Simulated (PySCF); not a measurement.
# How methods differ on the ionisation energy of Ce³⁰⁺

Ce³⁰⁺ [Ar] 3d10 → Ce³¹⁺ [Ar] 3d9 [3d3/2^4 3d5/2^5, M_J = 5/2], as a difference of total energies. Calculation: PySCF 2.14, in an even-tempered Gaussian basis (16 s from 4.9 bohr⁻², ratio 2.8; 13 p from 6.4 bohr⁻², ratio 2.8; 8 d from 6.4 bohr⁻², ratio 2.8; 3 f from 27 bohr⁻², ratio 3); the two-component X2C-1e Hamiltonian. Correlated levels: [Ne] frozen; the 80 highest virtual spinors dropped. "Screened" scales the spin-orbit matrix elements by Boettger's factors to mimic the two-electron term; Breit and QED terms are absent.

```
                    method  ionisation energy (eV)
           GHF (spin-free)                  1917.3
          GMP2 (spin-free)                  1918.7
 GHF (screened spin-orbit)                  1909.1
GMP2 (screened spin-orbit)                  1910.5
```

Breit and QED terms and the two-electron picture change are absent.

The spin-free rows lack the spin-orbit shift.

For comparison: 1908 ± 4 eV (theoretical estimate listed by NIST; NIST Atomic Spectra Database, ionization energies).
